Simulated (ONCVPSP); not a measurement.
What one change does to a pseudopotential (nitrogen, ONCV)

```
Element                 : N
Generator               : ONCVPSP 4.0.1
Type                    : optimised norm-conserving Vanderbilt (ONCV)
Functional              : Wu-Cohen
Relativity              : scalar-relativistic
Frozen core             : [He]
Valence charge          : 5
Reference configuration : 2s1 2p4
Partial waves           : 2s: rc 0.75 bohr, ncon 4, nbas 7, qcut 10.4 1/bohr, 2 projectors, debl 1.9 Ha; 2p: rc 1.45 bohr, ncon 4, nbas 8, qcut 10.3 1/bohr, 1 projector; d scattering state at 0.39 Ha: rc 1.20 bohr, ncon 5, nbas 8, qcut 6.8 1/bohr, 3 projectors, debl 3.8 Ha
Local potential         : polynomial inside 0.75 bohr (lpopt 5, dvloc0 0 Ha)
Core correction         : none
```

All-electron outer shells of the reference configuration (Wu-Cohen, scalar-relativistic, ld1.x):

| shell | level (eV) | outermost node (bohr) | outermost maximum (bohr) |
| --- | --- | --- | --- |
| 1s | -384.76 | – | 0.15 |
| 2s | -18.92 | 0.32 | 1.02 |
| 2p | -7.47 | – | 0.97 |

Change: p: ncon 5, nbas 9.

Cutoffs: the cutoffs (Ha) at which the residual kinetic energy of the hardest occupied pseudo-wave falls to 1 and 0.1 mHa per electron; they do not see the model core or the augmentation charge, which bear on the density cutoff. Errors are all-electron minus pseudo energies relative to the spin-unpolarised reference configuration.

**Question.** What does the change do?

**Answer.** The potential gets neither clearly harder nor softer (31 Ha and 179 Ha → 33 Ha and 179 Ha); both files keep a bound ghost (s); of the 4 tests that both files solve, the error grows in 0 and shrinks in 2 by more than 15 % and 0.3 meV (median size 82.6 → 68.7 meV).

```tsv
quantity	base	changed
cutoff, loose	31 Ha	33 Ha
cutoff, tight	179 Ha	179 Ha
loose cutoff by channel	s 29 Ha, p 31 Ha	s 29 Ha, p 33 Ha
bound ghosts	s	s
GHOST(+) flags under 300 eV	none	none
error for 2s2 2p3, meV [ΔE -11.43 eV]	+4.3	+4.6
error for 2s2 2p2, meV [ΔE 2.13 eV]	+29	+25
error for 2s2 2p1, meV [ΔE 30.95 eV]	+136	+113
error for 2s2 2p0, meV [ΔE 77.94 eV]	+512	+435
s: phases at 0.76 bohr within 0.05 rad from the reference energy up to (Ha; the scan ends near 5)	to the end of the scan	to the end of the scan
p: phases at 1.47 bohr within 0.05 rad from the reference energy up to (Ha; the scan ends near 5)	2.4	2.5
d: phases at 1.22 bohr within 0.05 rad from the reference energy up to (Ha; the scan ends near 5)	to the end of the scan	to the end of the scan
```

 A true bound ghost makes a file unfit for plane-wave use even where its test errors are small: the radial tests pick states by their node count and pass the ghost by.
